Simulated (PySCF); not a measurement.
ethanol (C$_{2}$H$_{6}$O), singlet, geometry from GFN2-xTB; DF-TPSS/aug-cc-pVDZ in PySCF.

Input for PySCF:
```python
from pyscf import gto, scf, dft

mol = gto.M(
    atom='''
C     1.176497   -0.412106    0.001945
C    -0.001587    0.549400   -0.003306
O    -1.195083   -0.206436    0.001787
H    -1.949671    0.390496   -0.001462
H     0.042327    1.198615    0.883798
H     0.041515    1.187890   -0.898201
H     2.111048    0.141815   -0.001815
H     1.133391   -1.040240    0.887262
H     1.132588   -1.050851   -0.875708
''',
    basis='aug-cc-pvdz',
    charge=0,
    spin=0,
    verbose=4,
)

mf = dft.RKS(mol)
mf.xc = 'tpss'
mf = mf.density_fit(auxbasis='def2-universal-jkfit')
mf.kernel()
```

The log (banner, timings and long lists left out):

```
PySCF version 2.14.0

[INPUT] verbose = 4
[INPUT] num. atoms = 9
[INPUT] num. electrons = 26
[INPUT] charge = 0
[INPUT] spin (= nelec alpha-beta = 2S) = 0
[INPUT] symmetry False subgroup None
[INPUT] Mole.unit = angstrom
[INPUT] Symbol           X                Y                Z      unit          X                Y                Z       unit  Magmom
[INPUT]  1 C      1.176497000000  -0.412106000000   0.001945000000 AA    2.223257116372  -0.778767474290   0.003675517312 Bohr   0.0
[INPUT]  2 C     -0.001587000000   0.549400000000  -0.003306000000 AA   -0.002998995360   1.038215532836  -0.006247434568 Bohr   0.0
[INPUT]  3 O     -1.195083000000  -0.206436000000   0.001787000000 AA   -2.258379566124  -0.390107502251   0.003376940585 Bohr   0.0
[INPUT]  4 H     -1.949671000000   0.390496000000  -0.001462000000 AA   -3.684344223007   0.737930492738  -0.002762779594 Bohr   0.0
[INPUT]  5 H      0.042327000000   1.198615000000   0.883798000000 AA    0.079986437674   2.265054078796   1.670136169438 Bohr   0.0
[INPUT]  6 H      0.041515000000   1.187890000000  -0.898201000000 AA    0.078451980061   2.244786766110  -1.697353894810 Bohr   0.0
[INPUT]  7 H      2.111048000000   0.141815000000  -0.001815000000 AA    3.989302555811   0.267991510355  -0.003429852916 Bohr   0.0
[INPUT]  8 H      1.133391000000  -1.040240000000   0.887262000000 AA    2.141798582047  -1.965768703818   1.676682180734 Bohr   0.0
[INPUT]  9 H      1.132588000000  -1.050851000000  -0.875708000000 AA    2.140281131969  -1.985820587725  -1.654848285091 Bohr   0.0

nuclear repulsion = 81.9668785665432
number of shells = 54
number of NR pGTOs = 171
number of NR cGTOs = 123
basis = aug-cc-pvdz
ecp = {}

******** <class 'pyscf.df.df_jk.DFRKS'> ********
method = DFRKS
initial guess = minao
damping factor = 0
level_shift factor = 0
DIIS = <class 'pyscf.scf.diis.CDIIS'>
diis_start_cycle = 1
diis_space = 8
diis_damp = 0
SCF conv_tol = 1e-09
SCF conv_tol_grad = None
SCF max_cycles = 50
direct_scf = False
XC library pyscf.dft.libxc version 7.1.2
    S. Lehtola, C. Steigemann, M. J. T. Oliveira, and M. A. L. Marques,  SoftwareX 7, 1–5 (2018)
XC functionals = tpss
    J. Tao, J. P. Perdew, V. N. Staroverov, and G. E. Scuseria,  Phys. Rev. Lett. 91, 146401 (2003)
    J. P. Perdew, J. Tao, V. N. Staroverov, and G. E. Scuseria,  J. Chem. Phys. 120, 6898 (2004)
    J. Tao, J. P. Perdew, V. N. Staroverov, and G. E. Scuseria,  Phys. Rev. Lett. 91, 146401 (2003)
    J. P. Perdew, J. Tao, V. N. Staroverov, and G. E. Scuseria,  J. Chem. Phys. 120, 6898 (2004)
radial grids:
    Treutler-Ahlrichs [JCP 102, 346 (1995); DOI:10.1063/1.469408] (M4) radial grids

becke partition: Becke, JCP 88, 2547 (1988); DOI:10.1063/1.454033
pruning grids: <function nwchem_prune>
grids dens level: 3
symmetrized grids: False
atomic radii adjust function: <function treutler_atomic_radii_adjust>
small_rho_cutoff = 0
Set gradient conv threshold to 3.16228e-05
Initial guess from minao.
tot grids = 101168
init E= -155.116495975943
  HOMO = -0.343881710788457  LUMO = -0.0369478967656014  gap/eV = 8.35209
cycle= 1 E= -154.979550505996  delta_E= 0.137  |g|= 0.706  |ddm|= 3.86
  HOMO = -0.0736494834454851  LUMO = -0.00612197231407396  gap/eV = 1.83752
cycle= 2 E= -154.667964093761  delta_E= 0.312  |g|= 1.41  |ddm|= 1.84
  HOMO = -0.242377502718861  LUMO = -0.0186798566356989  gap/eV = 6.08712
cycle= 3 E= -155.078896330698  delta_E= -0.411  |g|= 0.134  |ddm|= 1.59
  HOMO = -0.23111408896278  LUMO = -0.0181549778913999  gap/eV = 5.79491
cycle= 4 E= -155.082196936237  delta_E= -0.0033  |g|= 0.0596  |ddm|= 0.165
  HOMO = -0.23020942038656  LUMO = -0.017811222869482  gap/eV = 5.77965
cycle= 5 E= -155.083082386546  delta_E= -0.000885  |g|= 0.00837  |ddm|= 0.0631
  HOMO = -0.230523622921369  LUMO = -0.017940556137916  gap/eV = 5.78468
cycle= 6 E= -155.083098085399  delta_E= -1.57e-05  |g|= 0.00231  |ddm|= 0.00968
  HOMO = -0.230446828378756  LUMO = -0.0179351119427849  gap/eV = 5.78274
cycle= 7 E= -155.083099212215  delta_E= -1.13e-06  |g|= 0.000727  |ddm|= 0.00276
  HOMO = -0.230542730936735  LUMO = -0.0179631956280528  gap/eV = 5.78458
cycle= 8 E= -155.083099343787  delta_E= -1.32e-07  |g|= 0.000133  |ddm|= 0.000964
  HOMO = -0.230543081814644  LUMO = -0.0179619046701971  gap/eV = 5.78463
cycle= 9 E= -155.083099348778  delta_E= -4.99e-09  |g|= 1.11e-05  |ddm|= 0.000171
  HOMO = -0.230542813849596  LUMO = -0.0179621065243265  gap/eV = 5.78462
cycle= 10 E= -155.083099348811  delta_E= -3.25e-11  |g|= 2.37e-06  |ddm|= 2.27e-05
  HOMO = -0.230542187690192  LUMO = -0.0179618152061871  gap/eV = 5.78461
Extra cycle  E= -155.083099348813  delta_E= -2.39e-12  |g|= 1.78e-06  |ddm|= 7.84e-06
converged SCF energy = -155.083099348813
```
